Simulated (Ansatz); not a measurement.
Geometry optimisation, Ansatz, RKS BLYP-D4/6-31G.

The input (input.yaml):

```yaml
crystal:
  periodic: [false, false, false]
  atoms:
    - { symbol: C, position_ang: [0.4108, -1.4742, 1.4616] }
    - { symbol: C, position_ang: [-0.3955, -0.5159, 0.5001] }
    - { symbol: C, position_ang: [-1.88135, -0.72796, 0.59925] }
    - { symbol: O, position_ang: [-2.45687, -1.64294, 1.38011] }
    - { symbol: Si, position_ang: [-3.029, 0.33664, -0.43109] }
    - { symbol: F, position_ang: [-2.40069, 0.45478, -1.9263] }
    - { symbol: Cl, position_ang: [-3.15511, 2.18869, 0.37995] }
    - { symbol: H, position_ang: [1.0963, -2.0579, 0.8966] }
    - { symbol: H, position_ang: [-0.3326, -2.0502, 2.0417] }
    - { symbol: H, position_ang: [0.9448, -0.8499, 2.2002] }
    - { symbol: H, position_ang: [-0.07676, -0.68985, -0.55195] }
    - { symbol: H, position_ang: [-0.18575, 0.49244, 0.7749] }
    - { symbol: H, position_ang: [-4.4164, -0.15562, -0.61314] }
basis:
  gaussian: { orbitals: "6-31G" }
hamiltonian:
  xc: blyp
  dispersion: d4
relax:
  f_tol: 0.015
  max_steps: 40
output:
  orbitals: {}
```

Command:

```bash
$ ansatz run input.yaml --threads 1 --pin off --max-ram 2048MiB --backend cpu --events-out ev --progress --plain --runs-dir out
```

Q: Where does it end, and by what steps?

A: It converged. Limits of this set-up: no polarisation functions. After 25 steps the energy has fallen by 0.822 eV; H9 moved furthest, 1.01 Å.

```csv
step,energy less start (eV),largest force component (eV/Å),accepted
0,0.0000,2.979,yes
1,-0.6202,1.803,yes
2,-0.7182,0.592,yes
3,-0.7339,0.213,yes
4,-0.7384,0.072,yes
5,-0.7389,0.028,yes
6,-0.7392,0.016,yes
7,-0.7395,0.029,yes
8,-0.7403,0.093,yes
9,-0.7413,0.078,yes
10,-0.7401,0.423,no
11,-0.7472,0.075,yes
12,-0.7542,0.211,yes
13,-0.7571,0.531,yes
14,-0.7830,0.420,yes
15,-0.8004,0.213,yes
16,-0.8090,0.268,yes
17,-0.7993,0.614,no
18,-0.8172,0.131,yes
19,-0.8184,0.163,yes
20,-0.8201,0.049,yes
21,-0.8208,0.031,yes
22,-0.8213,0.049,yes
23,-0.8216,0.045,yes
24,-0.8219,0.021,yes
25,-0.8219,0.012,yes
```

```xyz
13
Properties=species:S:1:pos:R:3
C 0.420 -1.486 1.469
C -0.399 -0.596 0.514
C -1.899 -0.720 0.694
O -2.463 -1.449 1.540
Si -3.085 0.359 -0.453
F -2.607 0.235 -2.096
Cl -2.864 2.470 0.156
H 1.498 -1.352 1.290
H 0.172 -2.550 1.326
H 0.207 -1.234 2.520
H -0.178 -0.820 -0.551
H -0.147 0.478 0.635
H -4.535 -0.027 -0.332
```

Whether the end is a true minimum wasn't checked by a vibrational analysis.

Run time: 2.7 min on 1 thread of Arm Neoverse V1, with other jobs on the host, peak memory 0.18 GiB.
